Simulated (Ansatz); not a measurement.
# Forces away from equilibrium

GaH₃Se (SMILES [GaH2][SeH]), singlet, displaced at random from a GFN2-xTB minimum.

```xyz
5
angstrom
Ga -0.6137 -0.5849 -0.0901
Se 0.3632 1.6465 0.1161
H -0.2010 -1.3946 1.4497
H -1.1144 -0.9939 -1.2151
H 1.8040 0.9330 0.0509
```

Program: Ansatz 0.2.0. Basis: def2-TZVPP. Cores are frozen in the correlated methods. Filled d shells of the heavier atoms are correlated. The def2 sets are not built for correlating such inner shells, so the correlated values are less sure here.

CCSD(T) forces from the calculation:
| atom | Fx | Fy | Fz (eV/Å) |
| --- | --- | --- | --- |
| Ga1 | 3.911 | 1.957 | 7.664 |
| Se2 | 1.528 | -1.381 | -0.387 |
| H3 | -0.674 | 0.687 | -1.919 |
| H4 | -2.809 | -2.144 | -5.580 |
| H5 | -1.956 | 0.881 | 0.222 |

Q: Which atom feels the largest CCSD(T) force, and how large is it?

A: Ga1, 8.82 eV/Å, along (0.44, 0.22, 0.87).

Root-mean-square difference of the force components from those of CCSD(T): PBE0-D4 0.030; wB97M-V 0.040; r2SCAN-D4 0.050; PBE-D4 0.159; revPBE-D4 0.188; r2SCAN0-D4 0.069 eV/Å.

No T1 diagnostic of these runs exceeds 0.012.

For scale, one of the runs: CCSD(T)/def2-TZVPP forces, 138 basis functions (an equivalent command: `ansatz run in.yaml --threads 4`). Time: 40 s of wall clock on 4 CPU threads; the host was shared. Peak host memory: 1.3 GiB.
